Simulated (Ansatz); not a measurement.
The same molecule with X = Ti, Zr, Hf. Ansatz, PBE0-D4/def2-TZVP geometries, multiplicity 1. Each molecule was computed in one conformer, which needn't be the lowest.

Elements past krypton have def2 core potentials. Scalar relativity is left out up to krypton.

```json
{"X": "Zr", "molecule": "`[NH2][Zr]([Cl])([Cl])[Cl]`", "mean X–Cl bond length / Å": "2.338", "mean X–N bond length / Å": "1.991", "HOMO energy (PBE0/def2-TZVPP) / eV": "-8.40", "HOMO–LUMO gap (PBE/def2-TZVPP) / eV": "4.03", "LUMO energy (ωB97M-V/def2-TZVPP) / eV": "-0.02"}
{"X": "Hf", "molecule": "`[NH2][Hf]([Cl])([Cl])[Cl]`", "mean X–Cl bond length / Å": "2.339", "mean X–N bond length / Å": "1.995", "HOMO energy (PBE0/def2-TZVPP) / eV": "-8.32", "HOMO–LUMO gap (PBE/def2-TZVPP) / eV": "4.45", "LUMO energy (ωB97M-V/def2-TZVPP) / eV": "0.53"}
```

Problem. Give the row for X = Ti, `[NH2][Ti]([Cl])([Cl])[Cl]`. (Estimate.)

Solution. Computed: 
```csv
X,molecule,mean X–Cl bond length / Å,mean X–N bond length / Å,HOMO energy (PBE0/def2-TZVPP) / eV,HOMO–LUMO gap (PBE/def2-TZVPP) / eV,LUMO energy (ωB97M-V/def2-TZVPP) / eV
Ti,`[NH2][Ti]([Cl])([Cl])[Cl]`,2.185,1.838,-8.50,3.03,-0.97
```

From Ti to Hf the mean X–Cl bond length rises at each step, by 0.154 Å in all; the mean X–N bond length rises at each step, by 0.157 Å in all; the HOMO energy (PBE0/def2-TZVPP) rises at each step, by 0.18 eV in all; the HOMO–LUMO gap (PBE/def2-TZVPP) rises at each step, by 1.42 eV in all; the LUMO energy (ωB97M-V/def2-TZVPP) rises at each step, by 1.50 eV in all.
